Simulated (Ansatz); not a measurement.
Born–Oppenheimer molecular dynamics of C4H12Cl2N2Si (21 atoms, charge 0, multiplicity 1). It starts from a relaxed structure.

These are results of Ansatz 0.2.0, RKS PBE-D4/STO-3G, not measurements.

| Item | Value |
| --- | --- |
| ensemble | NVE (velocity Verlet) |
| time step | 0.5 fs |
| steps asked | 150 |
| starting velocities drawn for | 700 K |
| seed | 461594 |

First frame:

```xyz
21
Properties=species:S:1:pos:R:3
Si -0.119 0.114 0.134
N 0.285 0.469 1.798
C -0.880 0.511 2.748
H -1.736 1.009 2.248
H -1.204 -0.502 3.087
H -0.595 1.100 3.647
C 1.475 -0.211 2.409
H 1.260 -1.257 2.737
H 2.299 -0.231 1.666
H 1.806 0.367 3.299
Cl 1.735 0.121 -0.924
N -1.297 1.310 -0.354
C -2.050 1.101 -1.636
H -2.325 0.030 -1.721
H -2.978 1.711 -1.615
H -1.463 1.395 -2.539
C -0.871 2.743 -0.185
H -0.230 3.108 -1.023
H -1.774 3.388 -0.137
H -0.306 2.841 0.765
Cl -1.037 -1.779 -0.235
```

Task: What does the run give?

Result: All steps were run.

- steps done: 150
- time covered: 75 fs
- mean temperature over the second half: 352 K
- spread of the potential energy over the second half: 7.0 meV per atom
- mean potential energy of the second half above the start: 40.9 meV per atom

The conserved energy stayed within 0.43 meV per atom of its start (net change 0.18 meV per atom), so the integration is sound. The temperature averaged 0.50 of the 700 K drawn at the start: a run that starts near a minimum puts about half its kinetic energy into the potential. A run of 0.075 ps of so small a system gives no equilibrium averages. Limits of this set-up: minimal basis.

Task: What happens to the structure?

Result: The same pairs are bonded in the first frame and the last. Pairs count as bonded within 1.25 times the sum of covalent radii (0.12 Å more for H–H). The details hang on the random start.

Task: How do temperature and energy run in time?

Result: 
```json
{"time (fs)": "0.0", "T (K)": "700", "potential energy less start (eV)": "0.000", "conserved less start (meV/atom)": "0.00"}
{"time (fs)": "6.0", "T (K)": "405", "potential energy less start (eV)": "0.729", "conserved less start (meV/atom)": "0.21"}
{"time (fs)": "12.0", "T (K)": "495", "potential energy less start (eV)": "0.510", "conserved less start (meV/atom)": "0.31"}
{"time (fs)": "18.0", "T (K)": "338", "potential energy less start (eV)": "0.897", "conserved less start (meV/atom)": "0.38"}
{"time (fs)": "24.0", "T (K)": "351", "potential energy less start (eV)": "0.862", "conserved less start (meV/atom)": "0.23"}
{"time (fs)": "30.0", "T (K)": "442", "potential energy less start (eV)": "0.634", "conserved less start (meV/atom)": "0.06"}
{"time (fs)": "36.0", "T (K)": "252", "potential energy less start (eV)": "1.105", "conserved less start (meV/atom)": "0.25"}
{"time (fs)": "42.0", "T (K)": "352", "potential energy less start (eV)": "0.860", "conserved less start (meV/atom)": "0.30"}
{"time (fs)": "48.0", "T (K)": "305", "potential energy less start (eV)": "0.977", "conserved less start (meV/atom)": "0.32"}
{"time (fs)": "54.0", "T (K)": "371", "potential energy less start (eV)": "0.811", "conserved less start (meV/atom)": "0.18"}
{"time (fs)": "60.0", "T (K)": "418", "potential energy less start (eV)": "0.696", "conserved less start (meV/atom)": "0.14"}
{"time (fs)": "66.0", "T (K)": "305", "potential energy less start (eV)": "0.976", "conserved less start (meV/atom)": "0.29"}
{"time (fs)": "72.0", "T (K)": "347", "potential energy less start (eV)": "0.874", "conserved less start (meV/atom)": "0.30"}
```

The run took 12 min on 1 thread of Intel(R) Xeon(R) Platinum 8559C (Emerald Rapids) (shared host), peak memory 0.16 GiB.
